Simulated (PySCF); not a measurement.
Molecule: `C[Si](C)(Cl)[Si](C)(C)Cl`, C4H12Cl2Si2.

Numbering as in the mapped SMILES `[CH3:1][Si:2]([CH3:3])([Cl:4])[Si:5]([CH3:6])([CH3:7])[Cl:8]`; H(Xn) means a hydrogen on atom n.

Geometry PBE0-D3(BJ)/def2-SVP throughout; GIAO in PySCF 2.14, gas phase, one conformer, non-relativistic; equivalent atoms averaged; functional PBE0.

For orientation, 6-31G* gives these shifts δ (against TMS, HCl at the same level): C1/C3/C6/C7 2.1, Si2/Si5 43.6, Cl4/Cl8 -54.9, H(C1)/H(C3)/H(C6)/H(C7) 0.33 ppm.

A run gave: C1/C3/C6/C7 2.3, Si2/Si5 26.9, Cl4/Cl8 -4.1, H(C1)/H(C3)/H(C6)/H(C7) 0.51 ppm (shifts δ (against TMS, HCl at the same level)).

Question: Which basis set was used in that run?
A. pcSseg-0
B. 6-311+G(2d,p)
C. aug-cc-pVDZ
D. pcSseg-1

Answer: C. Cl4/Cl8 tells them apart best: aug-cc-pVDZ gives -4.1, 6-311+G(2d,p) gives 5.7, pcSseg-1 gives -18.6, pcSseg-0 gives -82.1 ppm.
